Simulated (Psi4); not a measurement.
Pair of molecules, SMILES C=C with SMILES C[SiH3] (the first has 6 atoms); geometry from B3LYP-D3(BJ)/def2-TZVP, rigid monomers moved along the line of their centres of mass till H3···Si8 is 3.03 Å.
(charge 0, multiplicity 1):
```xyz
14

C      0.4907    -0.0153     0.0182
C     -0.8089     0.2180     0.1247
H      1.2180     0.5442     0.5933
H      0.8806    -0.7758    -0.6477
H     -1.5376    -0.3411    -0.4499
H     -1.1958     0.9785     0.7919
C     -0.7859    -0.9986     3.4375
Si     0.5076     0.3543     3.5284
H     -1.7401    -0.6523     3.8391
H     -0.4745    -1.8722     4.0133
H     -0.9413    -1.3066     2.4030
H      0.0767     1.5518     2.7659
H      1.7995    -0.1099     2.9670
H      0.7367     0.7658     4.9358
```

Computed with SAPT0/jun-cc-pV(D+d)Z in Psi4.

Give the four SAPT terms and the total, and say what mostly holds the pair together.

electrostatics -14.5, exchange 32.4, induction -3.1, dispersion -13.8, total 1.0 kJ/mol; the largest attraction is electrostatics.
